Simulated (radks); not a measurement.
Question: These are the eigenvalues of the occupied orbitals of an atom or ion with whole-number occupations (hartree). Calculated with a radial shooting solver on a logarithmic mesh with Libxc functionals: scalar-relativistic Kohn-Sham, PBE, spin-unpolarised, spherical densities, finite nucleus; Fermi nuclear charge, rms radius of each element as measured or else 0.836 A^(1/3) + 0.57 fm.

1s: -1162.604
2s: -178.5713
2p: -160.3419
3s: -35.80398
3p: -29.87750
3d: -20.91582
4s: -6.37346
4p: -4.53707
4d: -1.86236
5s: -0.86147
5p: -0.50285

Which element is it, and in what charge state? The configuration may be excited.

Answer: Z = 52, tellurium, charge +1: Te+ in [Kr] 4d10 5s2 5p3. The list shows which subshells hold electrons but not how many an open one holds; the 1s level, -1162.6 hartree, gives Z - s = 48.2 by -(Z - s)^2/2, which with screening and relativity narrows Z to a few neighbours, and the depths of the outer levels then fix element, charge and occupations together.
